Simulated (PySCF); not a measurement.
A TDDFT job was run through a driver script with this input:

```
{"job": {"kind": "uv", "xc": "wB97X-D", "basis": "def2-SVPD", "nstates": 8, "ntriplets": 3}, "charge": 0, "multiplicity": 1}
C      2.729757    -0.513215    -0.573609
C      1.262201    -0.746560    -0.704934
C      0.333103     0.096371    -0.279601
Si     0.299683     1.794863     0.573287
O     -1.361078     1.669591     0.486492
Si    -1.563296     0.195985    -0.260862
C     -2.580549    -0.987465     0.803069
Cl    -2.437454     0.485392    -2.049294
H      3.190019    -1.323342    -0.008067
H      3.195070    -0.494721    -1.559061
H      2.921807     0.431428    -0.070316
H      0.985996    -1.678948    -1.187405
H      0.719441     2.942312    -0.215305
H      0.677069     1.823292     1.978500
H     -2.090876    -1.184966     1.750400
H     -2.729207    -1.933691     0.294402
H     -3.558684    -0.564294     1.012394
```

Theory: TDDFT wB97X-D/def2-SVPD, vertical, gas phase, core orbitals frozen in the response (PySCF 2.14.0, density-fitted response routines). Job line and output are in the format of a driver script around the code.

What does the script print for it?

```
coarse grid: 15888 points
cycle   1  E = -1271.4862950693  dE =  1.167e+00  |g| = 8.231e-01  |ddm| = 7.148e+00
cycle   2  E = -1271.4261214594  dE =  6.017e-02  |g| = 1.042e+00  |ddm| = 3.556e+00
cycle   3  E = -1271.6303072542  dE = -2.042e-01  |g| = 9.896e-02  |ddm| = 1.961e+00
cycle   4  E = -1271.6325164062  dE = -2.209e-03  |g| = 3.455e-02  |ddm| = 3.195e-01
cycle   5  E = -1271.6328503274  dE = -3.339e-04  |g| = 6.042e-03  |ddm| = 1.247e-01
cycle   6  E = -1271.6328610248  dE = -1.070e-05  |g| = 2.406e-03  |ddm| = 2.184e-02
cycle   7  E = -1271.6328629598  dE = -1.935e-06  |g| = 9.073e-04  |ddm| = 8.482e-03
final grid: 139992 points
cycle   8  E = -1271.8022389596  dE = -1.091e-04  |g| = 4.720e-03  |ddm| = 1.916e-01
cycle   9  E = -1271.8022427442  dE = -3.785e-06  |g| = 3.230e-03  |ddm| = 2.751e-02
cycle  10  E = -1271.8022452005  dE = -2.456e-06  |g| = 6.559e-04  |ddm| = 6.333e-03
cycle  11  E = -1271.8022452914  dE = -9.089e-08  |g| = 4.056e-04  |ddm| = 2.655e-03
cycle  12  E = -1271.8022453254  dE = -3.404e-08  |g| = 6.270e-05  |ddm| = 8.257e-04
cycle  13  E = -1271.8022453271  dE = -1.622e-09  |g| = 1.895e-05  |ddm| = 2.151e-04
cycle  14  E = -1271.8022453273  dE = -2.144e-10  |g| = 5.106e-06  |ddm| = 1.030e-04
converged SCF energy = -1271.8022453273

Static polarisability (au): isotropic 111.771, principal 97.006 109.241 129.064

Singlet excitations
state   eV       nm        f      main configurations
  1   5.3089    233.5   0.00046   H->L 0.95
  2   6.5146    190.3   0.10592   H->L+1 0.93
  3   6.6235    187.2   0.33816   H-1->L 0.65, H-1->L+1 0.30
  4   6.6471    186.5   0.16929   H-1->L+1 0.64, H-1->L 0.30
  5   7.0781    175.2   0.00017   H-3->L 0.70, H-4->L 0.14
  6   7.3159    169.5   0.00155   H-2->L+1 0.81
  7   7.3494    168.7   0.00886   H-2->L 0.82
  8   7.5184    164.9   0.03299   H->L+2 0.80

Triplet excitations (Tamm-Dancoff, eV): 4.1232 4.8993 6.0016
```

Isolated species at its GFN2-xTB geometry, gas phase.

The SCF starts on a coarse grid; the energy jumps when the final grid takes over, and dE counts afresh there. H and L stand for HOMO and LUMO.

Hardware: an Arm Neoverse N1 with one thread, no GPU (shared host). Cost: 2.1 min of wall time, 1.1 GiB resident at most.

The pairwise dispersion term of wB97X-D wasn't added to the energies; at a given geometry it leaves orbitals and properties as they are.
